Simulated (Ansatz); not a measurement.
Input file for Ansatz (a quantum-chemistry and plane-wave program): R-SVWN5/def2-TZVPP on BiH3O2 (SMILES [OH][BiH][OH]), a point of a torsion scan. Elements past Kr take the def2 small-core potentials; no spin–orbit coupling.

Ansatz 0.2 input:
```yaml
crystal:
  periodic: [false, false, false]
  atoms:
    - {symbol: O, position_ang: [-1.57655065, -0.44424989, 0.20722582]}
    - {symbol: Bi, position_ang: [0.18624712, 0.22889756, 1.06057977]}
    - {symbol: O, position_ang: [1.24471416, 0.16567900, -0.71549012]}
    - {symbol: H, position_ang: [-1.63911631, -0.17527830, -0.70715437]}
    - {symbol: H, position_ang: [-0.26603641, 1.93608655, 0.78217773]}
    - {symbol: H, position_ang: [0.85247423, 0.73473940, -1.37413739]}
basis:
  gaussian:
    orbitals: def2-TZVPP
hamiltonian:
  xc: {name: SVWN5}
scf: {lower_state_search: off}
```

Question: What total energy does the run end on?

Answer: -365.6142 hartree.
